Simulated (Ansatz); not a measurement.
Relative stability

The two ends of one reaction step of Si$_{4}$NH$_{13}$O, closed shell (PBE0-D4/def2-TZVP).

A:

Si1  (-0.194, 0.503, -0.877)
Si2  (1.311, -2.394, 1.974)
Si3  (-1.302, 1.761, -2.508)
Si4  (-1.172, 0.691, 1.261)
O5  (-0.324, -1.055, -1.429)
H6  (1.606, -0.955, 1.759)
N7  (1.395, 1.125, -0.711)
H8  (0.507, -2.896, 0.827)
H9  (2.584, -3.155, 2.037)
H10  (0.540, -2.571, 3.227)
H11  (-0.487, 1.838, -3.755)
H12  (-1.509, 3.149, -2.009)
H13  (-2.628, 1.179, -2.845)
H14  (-0.306, 1.458, 2.201)
H15  (-1.401, -0.659, 1.855)
H16  (-2.493, 1.374, 1.184)
H17  (-0.032, -1.755, -0.841)
H18  (1.996, 1.286, -1.502)
H19  (1.910, 1.076, 0.152)
(Å)

B:

```xyz
19
angstrom
Si -0.7349 -0.6612 -0.3120
Si 1.2236 -1.8422 0.2301
Si -0.3622 0.7939 -2.1072
Si -1.4756 0.5179 1.5815
O -1.9223 -1.7050 -0.8611
H 1.6980 1.1186 1.4029
N 1.3638 1.2929 0.4623
H 0.9951 -3.3151 0.1541
H 2.3421 -1.5140 -0.6993
H 1.6900 -1.5398 1.6138
H 1.0541 0.7243 -2.5668
H -0.6352 2.2063 -1.7168
H -1.2369 0.4607 -3.2648
H -0.5212 0.3967 2.7208
H -2.7923 -0.0035 2.0520
H -1.6458 1.9711 1.2952
H -2.2161 -2.3897 -0.2583
H 2.1623 1.2446 -0.1599
H 1.0137 2.2435 0.4333
```

Program: Ansatz 0.2.0. Basis: def2-TZVPP. Cores are frozen in the correlated methods. B3LYP uses VWN-RPA correlation.

Problem. Which structure is lower at CCSD(T), and by how much? (An estimate is asked for; the value comes from the calculation.)

Solution. By the calculation: A, by 38.4 kJ/mol (electronic energy, against the other). By their contacts, A is a complex of Si₃NH₉O ([NH2][Si]([OH])([SiH3])[SiH3]) + SiH₄ and B is a complex of Si₄H₁₀O ([OH][Si]([SiH3])([SiH3])[SiH3]) + NH₃.

All methods give the same order:

```json
{"method": "SPW92", "E(B) − E(A) (kJ/mol)": "17.8"}
{"method": "PBE-D4", "E(B) − E(A) (kJ/mol)": "17.9"}
{"method": "BLYP-D4", "E(B) − E(A) (kJ/mol)": "34.2"}
{"method": "r2SCAN-D4", "E(B) − E(A) (kJ/mol)": "30.4"}
{"method": "B97M-V", "E(B) − E(A) (kJ/mol)": "29.0"}
{"method": "PBE0-D4", "E(B) − E(A) (kJ/mol)": "23.3"}
{"method": "B3LYP-D4", "E(B) − E(A) (kJ/mol)": "38.4"}
{"method": "r2SCAN0-D4", "E(B) − E(A) (kJ/mol)": "33.0"}
{"method": "BHLYP-D4", "E(B) − E(A) (kJ/mol)": "43.8"}
{"method": "CAM-B3LYP-D4", "E(B) − E(A) (kJ/mol)": "47.0"}
{"method": "wB97X-V", "E(B) − E(A) (kJ/mol)": "37.4"}
{"method": "wB97M-V", "E(B) − E(A) (kJ/mol)": "37.4"}
{"method": "B2PLYP", "E(B) − E(A) (kJ/mol)": "47.3"}
{"method": "PBE-QIDH", "E(B) − E(A) (kJ/mol)": "33.7"}
{"method": "RPA on PBE", "E(B) − E(A) (kJ/mol)": "40.5"}
{"method": "HF", "E(B) − E(A) (kJ/mol)": "70.6"}
{"method": "MP2", "E(B) − E(A) (kJ/mol)": "40.9"}
{"method": "CCSD", "E(B) − E(A) (kJ/mol)": "43.3"}
{"method": "CCSD(T)", "E(B) − E(A) (kJ/mol)": "38.4"}
```

No T1 diagnostic of these runs exceeds 0.014.

Labels in which every atom is bracketed show which atoms are joined, not bond orders.

For scale, one of the runs: CCSD(T)/def2-TZVPP, 412 basis functions, launched by `ansatz run in.yaml --threads 4 --pin off --events-out ev --progress --plain --max-ram 41984MiB --backend cuda --devices 0, --max-vram 37GiB`. Time: 19 s of wall clock on 4 CPU threads of an AMD EPYC 7R13 and a share of one NVIDIA H100; the host was shared. Peak host memory: 0.91 GiB.
